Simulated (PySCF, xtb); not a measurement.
HISSe. Atoms are numbered in the order given.

```xyz
4

Se    -0.7334    -0.1896     1.0069
I      1.1515     0.5380    -0.5599
S     -2.1557    -1.2252    -0.2718
H     -1.6050    -2.4629    -0.2102
```

Coordinates come from a PBE0-D3(BJ)/def2-SVP optimisation. The def2 effective core potentials stand for the cores of I; spin–orbit coupling is left out. The values are those of a single conformer.

These are PySCF with IEF-PCM-M06-2X/def2-SVP values and carry that method's errors.

The values are the electrostatic part of the solvation free energy, E(continuum) − E(gas) at the gas-phase geometry, in a cavity of scaled van der Waals radii (PySCF's table); cavitation and dispersion terms are not included. In vacuum the orbital gap is 5.74 eV. The dipole moment in vacuum is 1.41 D.

Computed values in water (ε = 78.36), diethylether (ε = 4.24), benzene (ε = 2.27):
```csv
solvent,ε,ΔG(elec) (kcal/mol),dipole (D),gap (eV)
water,78.36,-3.1,1.98,5.81
diethylether,4.24,-2.0,1.78,5.79
benzene,2.27,-1.3,1.65,5.77
```

For comparison, GFN2-xTB/ALPB(water) (xtb, at the GFN2-xTB geometry, all terms of that model) gives -1.3 kcal/mol.
